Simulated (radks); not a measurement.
Spherical jellium clusters: N electrons in a uniform positive sphere of charge N and radius rs N^(1/3), rs = 4.01 bohr. Calculated with a radial shooting solver with Libxc functionals: non-relativistic Kohn-Sham, LDA (Slater exchange, Perdew-Wang correlation), spin-polarised, spherical densities. Levels are named by radial order and angular momentum (1s, 1p, 1d, 2s, ...), and open shells are averaged over m.

N = 26, configuration 1s2 1p6 1d10 2s2 1f(up 6, down 0). This is the lowest configuration that the search found. Occupied and some empty levels:

level,occupation,eigenvalue (eV),<r> (bohr)
1s up,1,-5.2721,7.398
1s down,1,-5.0681,6.972
1p up,3,-4.6303,8.623
1p down,3,-4.3446,8.435
1d up,5,-3.7937,9.464
1d down,5,-3.4696,9.412
2s up,1,-3.3017,7.489
2s down,1,-3.1434,7.741
1f up,6,-2.7955,10.18
1f down,0,-2.4604,10.23
2p up,0,-2.1186,9.061
2p down,0,-1.9601,9.180
1g up,0,-1.6715,10.90
1g down,0,-1.3470,11.05
2d up,0,-1.0177,11.16
2d down,0,-0.86058,11.42

Energy (eV): total -48.5031, kinetic 45.958, external -1837.3, Hartree 909.49, exchange-correlation -95.690, background 929.07.
